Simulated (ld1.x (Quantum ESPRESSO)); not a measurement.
u(r) = r·R(r): atom against pseudo-atom (aluminium (Al))

Columns: radius, all-electron u(r) and pseudo u(r) of the 3s shell (level -7.75 eV) of aluminium in the configuration [Ne] 3s2 3p1; PBE, scalar-relativistic, RRKJ scheme, ld1.x (Quantum ESPRESSO) 7.5.

| r (bohr) | all-electron | pseudo |
| --- | --- | --- |
| 0.150 | 0.0241 | 0.0286 |
| 0.300 | -0.2357 | 0.0596 |
| 0.450 | -0.2923 | 0.0954 |
| 0.600 | -0.2041 | 0.1387 |
| 0.750 | -0.0539 | 0.1919 |
| 0.900 | 0.1084 | 0.2564 |
| 1.050 | 0.2580 | 0.3314 |
| 1.200 | 0.3844 | 0.4125 |
| 1.350 | 0.4850 | 0.4922 |
| 1.500 | 0.5610 | 0.5620 |
| 1.650 | 0.6155 | 0.6155 |
| 1.800 | 0.6510 | 0.6510 |
| 1.950 | 0.6699 | 0.6699 |
| 2.100 | 0.6749 | 0.6749 |
| 2.250 | 0.6688 | 0.6688 |
| 2.400 | 0.6537 | 0.6537 |
| 2.550 | 0.6319 | 0.6319 |
| 2.700 | 0.6051 | 0.6051 |
| 2.850 | 0.5750 | 0.5750 |
| 3.000 | 0.5428 | 0.5428 |
| 3.150 | 0.5094 | 0.5094 |
| 3.300 | 0.4758 | 0.4758 |
| 3.450 | 0.4425 | 0.4425 |
| 3.600 | 0.4100 | 0.4100 |
| 3.750 | 0.3787 | 0.3787 |
| 3.900 | 0.3488 | 0.3488 |

(1) How many radial nodes do the two functions have?

(2) At about which radius was the pseudo-wave matched?

(3) Where does each function peak?

(4) Is the pseudo-wave norm-conserving?

Results:

(1) The all-electron 3s function has n − l − 1 = 2; the pseudo-wave has 0, since the states of the same l below it are removed with the core.

(2) 1.85 bohr. The columns agree to 0.0005 from 1.65 bohr on; several derivatives are matched, so the curves merge somewhat inside the radius.

(3) Outermost all-electron maximum near 2.10 bohr, pseudo maximum near 2.10 bohr (to the table’s step).

(4) Yes: the RRKJ scheme keeps the norm inside the radius equal to the all-electron one, which fixes the energy derivative of the logarithmic derivative at the level.
